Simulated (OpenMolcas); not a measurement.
**Pr4+: moving the ligands**

Pr4+ with 6 ligands (fluoride) in trigonal antiprismatic coordination (D3d) at 2.16 Å, a polar angle of 56.4° against the regular 54.74°. A charge of +0.333 e stands 2.8 Å behind each ligand. Ligand basis ANO-RCC-VDZP.
```
Pr    0.0000    0.0000    0.0000
F     0.0000    1.7986    1.1960
F    -1.5577   -0.8993    1.1960
F     1.5577   -0.8993    1.1960
F     0.0000   -1.7986   -1.1960
F     1.5577    0.8993   -1.1960
F    -1.5577    0.8993   -1.1960
```

```
Program             : OpenMolcas 26.06
Method              : SS-CASPT2, IPEA 0.25 Eh, imaginary shift 0.1 Eh (closed shells correlated: 5s 5p and the ligand valence shells)
Basis               : ANO-RCC-VDZP [7s6p4d2f1g]
Scalar Hamiltonian  : DKH2, point nucleus
Active space        : 1 electron in 7 orbitals (4f)
State averaging     : 2S+1 = 2 odd, 7 roots
Spin-orbit coupling : RASSI with atomic mean-field integrals over the reference wave functions
```

Runs around this geometry, states (labels of D3, the rotations of D3d). Energies in cm-1 above the lowest state or level, χT in cm3 K/mol.

```
R (Å)  Ground state  First state of that spin  First gap with spin-orbit (degeneracies)  Width of lowest J  χT at 300 K
 2.08           2A2                   2E 1060                               1720 (2, 2)               1902        0.257
 2.16           2A2                    2E 820                               1420 (2, 2)               1626        0.301
 2.28           2A2                    2E 640                               1130 (2, 2)               1313        0.360
```

Taking the width of the lowest J multiplet as R^-n, n = -ln(1313 / 1902) / ln(2.28 / 2.08) = 4.0 between the shortest and longest distance.

Roots that are degenerate in the reference are averaged as groups; the widest CASPT2 spread within a group is 35 cm-1 (the 2-fold group of multiplicity 2 near 3860 cm-1 above the lowest state of its run, R = 2.08). Shifts and gaps below about the spread of the groups concerned are not significant. Over all roots computed the reference weight is 0.71 in R = 2.08, 0.71 in R = 2.16, 0.70 in R = 2.28; a low but even weight reflects the number of correlated electrons. Splittings of an f shell from a small cluster at a set distance can be off by tens of per cent, mostly too small. No measured value stands beside these numbers; the geometry was imposed, not optimised, and the real ion may take another.
